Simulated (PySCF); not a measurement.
## Working out the ionisation energy of Se

Se [Ar] 3d10 4s2 4p4 (3P) → Se+ [Ar] 3d10 4s2 4p3 (4S). Calculation: PySCF 2.14, in def2-QZVPPD (12s8p5d4f1g, 98 functions); no relativity, point nucleus. Frozen: [Ne]. Energies in hartree (1 hartree = 27.21139 eV):

```
             part    Se (lower)   Se+ (upper)
              UHF  -2399.874716  -2399.559163
MP2 opposite-spin     -0.497049     -0.470741
    MP2 same-spin     -0.251402     -0.246898
```

What does Hartree-Fock give?

(-2399.559163) − (-2399.874716) = 0.315553 hartree = 8.587 eV.

What do MP2 and SCS-MP2 (6/5 opposite-spin, 1/3 same-spin) give?

The opposite-spin parts differ by 0.716 eV and the same-spin parts by 0.123 eV. MP2: 8.587 + (0.716) + (0.123) = 9.426 eV. SCS-MP2: 8.587 + 1.2 × (0.716) + (0.123)/3 = 9.487 eV.

Measured between the centres of the two terms (NIST): 9.635 eV, so MP2 (valence and next inner shell) is off by -0.209 eV.

The calculation is non-relativistic.

What remains against the reference includes basis incompleteness, the frozen core and correlation beyond second order.
